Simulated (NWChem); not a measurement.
System: CAlF5; SMILES F[C](F)(F)[Al]([F])[F]

Input file for NWChem:

```
start job
memory heap 200 mb stack 900 mb global 1100 mb
geometry units angstroms
  Al    -0.016601     0.286103     1.043683
  C      0.063754    -0.244681    -0.947557
  F     -0.980686     0.304772    -1.593577
  F     -0.056749    -1.577583    -1.087153
  F      1.157326     0.101517    -1.645329
  F     -0.836673     1.663907     1.353961
  F      0.700054    -0.744250     2.088901
end
basis spherical
  * library def2-svp
end
dft
  xc pbe0
  iterations 150
end
driver
  maxiter 120
end
task dft optimize
task dft freq
```

The level has its own optimisation; frequencies are unscaled.

Q: Predict the main results of this run. (PBE0/def2-SVP.) Quantities: r Al–C (Å); r Al–F (Å); highest harmonic frequency (cm⁻¹); lowest (cm⁻¹); zero-point energy (kcal/mol); dipole (D).

A: 
| Item | Result |
|---|---|
| r Al–C (Å) | 2.004 |
| r Al–F (Å) | 1.648 |
| highest harmonic frequency (cm⁻¹) | 1237 |
| lowest (cm⁻¹) | -5 |
| zero-point energy (kcal/mol) | 12.2 |
| dipole (D) | 0.35 |
